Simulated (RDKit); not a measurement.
RDKit input (UFF):

```python
from rdkit import Chem
from rdkit.Chem import AllChem, rdDetermineBonds

mol = Chem.MolFromXYZFile('mol.xyz')
rdDetermineBonds.DetermineBonds(mol, charge=1)
print('SMILES', Chem.MolToSmiles(Chem.RemoveHs(mol)))
ff = AllChem.UFFGetMoleculeForceField(mol)
e0 = ff.CalcEnergy()
flag = ff.Minimize(maxIts=5000, forceTol=1e-5)
print(f'energy {e0:.4f} -> {ff.CalcEnergy():.4f} kcal/mol, converged: {flag == 0}')
print(Chem.MolToXYZBlock(mol))
```
mol.xyz:
```
14

C     -0.95996246    -1.11005754    -0.62521738
C      0.23956458    -0.17384946    -0.59056356
C      1.52908113    -0.83805889     0.02922468
C      0.06609459     1.04385345     0.16775925
O     -0.92292247     1.19485397     0.94832779
H     -1.20760704    -1.47369234     0.37194651
H     -1.83862268    -0.61923856    -1.04279244
H     -0.72185562    -1.96954308    -1.24897007
H      0.54334058     0.14890000    -1.59692031
H      1.75229131    -1.70272961    -0.59329675
H      2.39173959    -0.17320244     0.01956341
H      1.33176393    -1.17292668     1.04608200
H      0.81049883     1.84074597     0.11750848
H     -0.92683600     2.03152949     1.45303878
```

Output:

```
SMILES [H]/[O+]=C/C(C)C
energy 14.3928 -> 3.0323 kcal/mol, converged: True
14

C     -0.884028   -0.959068   -0.892663
C      0.392537   -0.176308   -0.570382
C      1.348749   -1.013285    0.284793
C      0.060295    1.119750    0.119318
O     -0.510366    1.122275    1.201563
H     -1.421612   -1.238939    0.039045
H     -1.558855   -0.344091   -1.525978
H     -0.632387   -1.885420   -1.451912
H      0.903859    0.061458   -1.529040
H      1.632900   -1.940427   -0.257313
H      2.275156   -0.437190    0.495888
H      0.872871   -1.294655    1.249041
H      0.333351    2.059596   -0.355194
H     -0.725902    1.952886    1.648525
```

The dipole moment of an ion depends on the origin.

The geometry given is a B3LYP-D3(BJ)/def2-TZVP minimum.
